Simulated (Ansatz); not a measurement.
`[SiH3][AlH][Cl]` + `F[SiH]([SiH3])P` → `P[SiH2][AlH][Cl]` + `F[SiH2][SiH3]`  (redistribution)

Computed with Ansatz on PBE0-D4/def2-TZVP structures; ΔE is electronic, products minus reactants. CBS: MP2 limit from def2 TZ/QZ plus the TZ coupled-cluster correction, frozen cores. DFT in def2-TZVPP. One conformer a species, not always the lowest.

```json
{"level": "revPBE-D4", "ΔE (kcal/mol)": "0.3", "difference from CCSD(T)/CBS": "0.3"}
{"level": "r2SCAN-D4", "ΔE (kcal/mol)": "0.3", "difference from CCSD(T)/CBS": "0.3"}
{"level": "B97M-V", "ΔE (kcal/mol)": "0.6", "difference from CCSD(T)/CBS": "0.6"}
{"level": "r2SCAN0-D4", "ΔE (kcal/mol)": "0.2", "difference from CCSD(T)/CBS": "0.2"}
{"level": "ωB97M-V", "ΔE (kcal/mol)": "0.5", "difference from CCSD(T)/CBS": "0.5"}
{"level": "revPBE", "ΔE (kcal/mol)": "0.2", "difference from CCSD(T)/CBS": "0.2"}
{"level": "PBE0", "ΔE (kcal/mol)": "0.2", "difference from CCSD(T)/CBS": "0.2"}
{"level": "r2SCAN0", "ΔE (kcal/mol)": "0.2", "difference from CCSD(T)/CBS": "0.2"}
{"level": "BHLYP", "ΔE (kcal/mol)": "0.1", "difference from CCSD(T)/CBS": "0.1"}
{"level": "LC-ωPBE", "ΔE (kcal/mol)": "0.6", "difference from CCSD(T)/CBS": "0.6"}
{"level": "CCSD/def2-SVP", "ΔE (kcal/mol)": "-0.1", "difference from CCSD(T)/CBS": "-0.1"}
{"level": "HF/def2-TZVPP", "ΔE (kcal/mol)": "-0.3", "difference from CCSD(T)/CBS": "-0.3"}
{"level": "MP2/def2-TZVPP", "ΔE (kcal/mol)": "-0.3", "difference from CCSD(T)/CBS": "-0.3"}
{"level": "MP2/def2-QZVPP", "ΔE (kcal/mol)": "-0.3", "difference from CCSD(T)/CBS": "-0.3"}
{"level": "HF/CBS(def2)", "ΔE (kcal/mol)": "-0.3", "difference from CCSD(T)/CBS": "-0.3"}
{"level": "MP2/CBS(def2)", "ΔE (kcal/mol)": "-0.3", "difference from CCSD(T)/CBS": "-0.3"}
{"level": "CCSD(T)/CBS", "ΔE (kcal/mol)": "0.0", "difference from CCSD(T)/CBS": "0"}
```

Largest T1 diagnostic among the species: 0.014.

Leaving LDA and LC-ωPBE aside and taking each functional with its dispersion term where it has one, the values, not all of them listed here, spread over 0.6 kcal/mol, from PBE-QIDH to B97M-V.
